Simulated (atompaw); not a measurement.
What one change does to a pseudopotential (dysprosium (Dy), PAW (atompaw))

atompaw 4.2.0.5 input, output lines left out:

```
Dy 66
LDA-PW scalarrelativistic loggrid 2001 logderivrange -6 5 276
6 6 5 4 0 0
6 1 0
5 2 0
4 3 10
0 0 0
c
c
c
c
v
v
c
c
c
v
v
c
c
v
v
3
3.00 2.45 2.10 1.75
n
n
y
1
n
y
0.25
n
custom polynom vanderbiltortho sinc
bessel
1.55
3.00
1.90
2.50
3.00
3.00
1.00
1.00
```

All-electron outer shells of the reference configuration (LDA (PW92), scalar-relativistic, ld1.x):

```
shell  level (eV)  outermost node (bohr)  outermost maximum (bohr)
   4p     -290.99                   0.28                      0.51
   4d     -152.87                   0.26                      0.53
   5s      -49.07                   0.63                      1.16
   5p      -25.48                   0.67                      1.33
   6s       -3.90                   1.57                      3.40
   4f       -3.32                      –                      0.54
   5d       -1.33                   0.76                      2.14
   6p       -1.21                   1.92                      4.76
```

Change: augmentation sinc compensation charge, radius 2.45 bohr; PAW radius 3.00 bohr; waves and projectors: custom rrkj vanderbiltortho.

Cutoffs: the cutoffs (Ry, on a coarse ladder) from which the occupation-weighted sum of valence levels, in a spherical-Bessel basis at the reference potential, stays within 10 and 1 mRy of its value at 400 Ry; they do not see the model core or the augmentation charge, which bear on the density cutoff.

What does the change do?

The range in which the s phases agree narrows (upper end 4.0 → 1.7); neither file shows a bound ghost.

```tsv
quantity	base	changed
cutoff, loose	230 Ry	200 Ry
cutoff, tight	over 300 Ry	300 Ry
loose cutoff by channel (10 mRy a level)	s 18 Ry, p 15 Ry, f 140 Ry	s 15 Ry, p 18 Ry, f 140 Ry
bound ghosts	none	none
s: phases at 3.00 bohr within 0.05 rad from the reference energy up to (Ry; the scan ends near 5)	4.0	1.7
p: phases at 3.00 bohr within 0.05 rad from the reference energy up to (Ry; the scan ends near 5)	to the end of the scan	to the end of the scan
d: phases at 3.00 bohr within 0.05 rad from the reference energy up to (Ry; the scan ends near 5)	2.5	2.4
f: phases at 3.00 bohr within 0.05 rad from the reference energy up to (Ry; the scan ends near 5)	to the end of the scan	to the end of the scan
lowest overlap eigenvalue by channel	s 0.52, p 0.62, d 0.94, f 1.00	s 0.40, p 0.07, d 0.48, f 1.00
```

 The cutoffs see the waves, projectors and local potential, not the compensation charge or the core.
